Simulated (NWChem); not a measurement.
System: C₅H₁₀S; SMILES C1CCSCC1

The following NWChem deck was run.

```
start job
memory heap 200 mb stack 900 mb global 1100 mb
geometry units angstroms noautoz
  C      0.000000     0.000000    -1.763911
  C     -0.426292     1.210370    -0.922851
  C      0.375771     1.344201     0.361677
  S      0.000000     0.000000     1.541403
  C     -0.375771    -1.344201     0.361677
  C      0.426292    -1.210370    -0.922851
  H     -0.833906    -0.281016    -2.428334
  H      0.833906     0.281016    -2.428334
  H     -0.328187     2.131829    -1.520530
  H     -1.492514     1.132266    -0.652081
  H      0.128906     2.276294     0.891394
  H      1.457932     1.365506     0.149641
  H     -0.128906    -2.276294     0.891394
  H     -1.457932    -1.365506     0.149641
  H      0.328187    -2.131829    -1.520530
  H      1.492514    -1.132266    -0.652081
end
basis spherical
  * library 6-31+g*
end
dft
  xc b3lyp
  iterations 150
  mulliken
end
task dft energy
```

NWChem printed, in part:

```
             Northwest Computational Chemistry Package (NWChem) 7.3.0
             --------------------------------------------------------

 C2  symmetry detected

                             Geometry "geometry" -> ""
                             -------------------------

 Output coordinates in angstroms (scale by  1.889725989 to convert to a.u.)

  No.       Tag          Charge          X              Y              Z
 ---- ---------------- ---------- -------------- -------------- --------------
    1 C                    6.0000     0.00000000     0.00000000    -1.76793018
    2 C                    6.0000    -0.42628417     1.21037276    -0.92687018
    3 C                    6.0000     0.37577969     1.34419857     0.35765782
    4 S                   16.0000     0.00000000     0.00000000     1.53738382
    5 C                    6.0000    -0.37577969    -1.34419857     0.35765782
    6 C                    6.0000     0.42628417    -1.21037276    -0.92687018
    7 H                    1.0000    -0.83390782    -0.28101061    -2.43235318
    8 H                    1.0000     0.83390782     0.28101061    -2.43235318
    9 H                    1.0000    -0.32817321     2.13183112    -1.52454918
   10 H                    1.0000    -1.49250668     1.13227565    -0.65610018
   11 H                    1.0000     0.12892072     2.27629317     0.88737482
   12 H                    1.0000     1.45794083     1.36549657     0.14562182
   13 H                    1.0000    -0.12892072    -2.27629317     0.88737482
   14 H                    1.0000    -1.45794083    -1.36549657     0.14562182
   15 H                    1.0000     0.32817321    -2.13183112    -1.52454918
   16 H                    1.0000     1.49250668    -1.13227565    -0.65610018

 Effective nuclear repulsion energy (a.u.)     312.1737643150

      Symmetry information
      --------------------

 Group name             C2
 Group number              4
 Group order               2
 No. of unique centers     9

                                 NWChem DFT Module
                                 -----------------

 Summary of "ao basis" -> "ao basis" (spherical)
 ------------------------------------------------------------------------------
       Tag                 Description            Shells   Functions and Types
 ---------------- ------------------------------  ------  ---------------------
 C                          6-31+g*                  8       18   4s3p1d
 S                          6-31+g*                 10       22   5s4p1d
 H                          6-31+g*                  2        2   2s

      Symmetry analysis of basis
      --------------------------

        a          68
        b          64

            General Information
            -------------------
          SCF calculation type: DFT
          Wavefunction type:  closed shell.
          No. of atoms     :    16
          No. of electrons :    56
           Alpha electrons :    28
            Beta electrons :    28
          Charge           :     0
          Spin multiplicity:     1
          Use of symmetry is: on ; symmetry adaption is: on
          Maximum number of iterations: 150
          AO basis - number of functions:   132
                     number of shells:    70
          Convergence on energy requested:  1.00D-06
          Convergence on density requested:  1.00D-05
          Convergence on gradient requested:  5.00D-04

              XC Information
              --------------
                         B3LYP Method XC Potential
                     Hartree-Fock (Exact) Exchange  0.200
                        Slater Exchange Functional  0.800 local
                    Becke 1988 Exchange Functional  0.720 non-local
              Lee-Yang-Parr Correlation Functional  0.810
                  VWN I RPA Correlation Functional  0.190 local

             Grid Information
             ----------------
          Grid used for XC integration:  medium
          Radial quadrature: Mura-Knowles
          Angular quadrature: Lebedev.
          Tag              B.-S. Rad. Rad. Pts. Rad. Cut. Ang. Pts.
          ---              ---------- --------- --------- ---------
          C                   0.70       49          13.0       434
          S                   1.00       88          13.0       590
          H                   0.35       45          13.0       434
          Grid pruning is: on
          Number of quadrature shells:   460
          Spatial weights used:  Erf1

      Superposition of Atomic Density Guess
      -------------------------------------

 Sum of atomic energies:        -590.75603416

      Non-variational initial energy
      ------------------------------

 Total energy =    -594.878120
 1-e energy   =   -1426.928514
 2-e energy   =     519.876630
 HOMO         =      -0.257747
 LUMO         =       0.038220

      Symmetry analysis of molecular orbitals - initial
      -------------------------------------------------

  Numbering of irreducible representations:

     1 a           2 b

  Orbital symmetries:

     1 a           2 a           3 b           4 a           5 a
     6 b           7 a           8 b           9 a          10 b
    11 a          12 b          13 a          14 b          15 a
    16 a          17 b          18 a          19 b          20 a
    21 b          22 b          23 a          24 a          25 b
    26 b          27 a          28 b          29 b          30 a
    31 a          32 b          33 a          34 b          35 a
    36 a          37 b          38 b

     ---------------------------------------------
      Total Density - Mulliken Population Analysis
     ---------------------------------------------

[...]
```

Level: B3LYP/6-31+G* (spherical d). Coordinates come from a PBE0/def2-SVP optimisation.
